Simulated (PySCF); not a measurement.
CH₁₁PSi₃.
Atom-mapped SMILES: `[SiH3:1][SiH2:2][CH2:3][SiH2:4][PH2:5]` (hydrogens: H6, H7, H8 on Si1; H9, H10 on Si2; H11, H12 on C3; H13, H14 on Si4; H15, H16 on P5)

Level of theory: PBE0-D3(BJ)/def2-SVP geometry optimisation, gas phase (PySCF).

Problem. List the bond lengths, angles and torsions at this level.

Solution. 
```
                  bond  length (Å)   order
               Si1–Si2       2.349  single
                Si2–C3       1.893  single
                C3–Si4       1.881  single
                Si4–P5       2.269  single
Si1–H6, Si1–H7, Si1–H8       1.496  single
       Si2–H9, Si2–H10       1.498  single
        C3–H11, C3–H12       1.104  single
      Si4–H13, Si4–H14       1.496  single
        P5–H15, P5–H16       1.429  single
```

Bonds in one row agree within 0.01 Å and their mean is given. Orders are formal, as drawn. A selection of angles:
```
      angle  degrees
 Si2–Si1–H6    108.9
 Si2–Si1–H7    112.4
  H6–Si1–H7    108.4
  H7–Si1–H8    109.0
 Si1–Si2–C3    112.1
 Si1–Si2–H9    107.2
Si1–Si2–H10    110.1
  C3–Si2–H9    109.4
 H9–Si2–H10    107.6
 Si2–C3–Si4    116.1
 Si2–C3–H11    109.0
 Si2–C3–H12    108.2
 Si4–C3–H11    109.4
 Si4–C3–H12    107.1
 H11–C3–H12    106.5
  C3–Si4–P5    110.0
 C3–Si4–H13    109.6
 P5–Si4–H13    106.4
 P5–Si4–H14    112.3
H13–Si4–H14    108.2
 Si4–P5–H15     93.5
 H15–P5–H16     93.8
```

Torsions: Si1–Si2–C3–Si4 86° (synclinal); Si2–C3–Si4–P5 -51° (synclinal). The mirror-image conformer, all signs reversed, is as good.

Of the pairs four or more bonds apart, Si1···P5 is among the closest relative to their van der Waals radii: 3.96 Å, 102 % of the sum of Bondi's values. Si4 (SiH2 silicon) is tetrahedral (angles from 106.4° to 112.3°). Si2 (SiH2 silicon) is tetrahedral (angles from 107.2° to 112.1°). Si1 (SiH3 silicon) is tetrahedral (angles from 108.3° to 112.4°). P5 (three-coordinate phosphorus) is pyramidal (angles 93.9°, 93.8° and 93.5°, sum 281.1°, 0.86 Å off the plane of its three neighbours).

Point group: C1 (no symmetry element, even within 0.4 Å). Whether it is a minimum is left open (no frequencies). One conformer, not necessarily the lowest (Si1–Si2–C3–Si4 86°, Si2–C3–Si4–P5 -51°, C3–Si4–P5–H -166° and -72°).
